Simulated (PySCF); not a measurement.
**K (potassium, neutral) across methods**

[Ar] 4p1, 2P determinant (an excited configuration). All numbers are calculated (PySCF 2.14, scalar relativity by spin-free X2C-1e, in x2c-TZVPPall with one added diffuse shell each of s, p, d type (7s5p4d, 42 functions)).

| method | E (hartree) | mean ε 3p α (eV) | mean ε 3p β (eV) | mean ε 4p α (eV) | Σ⟨r²⟩ (bohr²) | ⟨S²⟩ |
| --- | --- | --- | --- | --- | --- | --- |
| M06-2X | -602.168 | -24.026 | -24.016 | -2.052 | 77.03 | 0.750 |
| BP86 | -602.226 | -20.035 | -20.008 | -1.636 | 70.77 | 0.750 |
| PBE | -601.952 | -19.958 | -19.922 | -1.576 | 71.09 | 0.750 |
| PBE0 | -601.994 | -22.054 | -22.014 | -1.884 | 72.93 | 0.750 |
| HSE06 | -602.016 | -21.643 | -21.602 | -1.609 | 73.35 | 0.750 |
| UHF | -601.39434 | -27.407 | -27.353 | -2.526 | 88.09 | 0.750 |
| LDA | -600.405 | -20.070 | -20.036 | -1.535 | 72.44 | 0.750 |
| r2SCAN | -602.126 | -20.616 | -20.598 | -1.534 | 72.50 | 0.750 |
| TPSS | -602.182 | -20.154 | -20.127 | -1.505 | 70.92 | 0.750 |
